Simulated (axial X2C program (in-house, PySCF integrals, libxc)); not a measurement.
# Worked dissociation energy of BAs⁻: CCSD, spin-free

Computed with an in-house all-electron X2C program for linear molecules (integrals from PySCF). Spin-free means the one-electron spin-free X2C Hamiltonian. Basis: As dyall-acv3z [10s10p7d5f1g], B dyall-av3z [8s7p3d2f] (cores contracted in-house); Gaussian nuclei, density fitting, unrestricted open shells. Masses: As 74.922 u, B 11.009 u.

Molecular state: M_S = 1/2, Λ = 0 (beyond evenly filled blocks: σα).

Correlated methods: 9 electrons correlated (number of frozen shells: As 3 s, 2 p, 1 d; B 1 s), 273 virtual spin orbitals or spinors in MP2, 90 natural virtuals in coupled cluster.

- E(As-) (2M_S = 2, M_L = 0): -2259.195390 hartree
- E(B) (2M_S = 1, M_L = 0): -24.605578 hartree
- E(BAs⁻) at Re: -2283.957105 hartree
- ωe: 905.4 cm⁻¹
- ωexe: 4.39 cm⁻¹

**Question.** Work out De and D0.

**Answer.** De = -2259.195390 + (-24.605578) − (-2283.957105) = 0.15614 hartree = 4.249 eV. The zero-point energy is ωe/2 − ωexe/4 = 452 cm⁻¹ = 0.056 eV, so D0 = 4.193 eV.

The state is one determinant whose occupation by symmetry is held fixed; it was picked as the lowest of a PBE0 search that is not exhaustive. Dissociation energies refer to the lowest single-determinant-based atoms at the same level and basis. CCSD ran in a truncated set of natural virtual spinors with an MP2 remainder; without triples it tends to underbind. The determinant is spin-polarised beyond a pure state at some levels (its spin-free form has ⟨S²⟩ too high), which makes Re and μ there less reliable. The T1 diagnostic is large, a sign of multireference character. Spin-free De lacks the spin–orbit lowering of the heavy p-block atom, a tenth of an eV or more for 4p and 5p, up to an eV for 6p and one to two eV for 7p atoms, less what an open-shell molecule gains itself.

Each atomic determinant is the lowest at this level and need not be a pure term. Totals compare only within one Hamiltonian and basis.
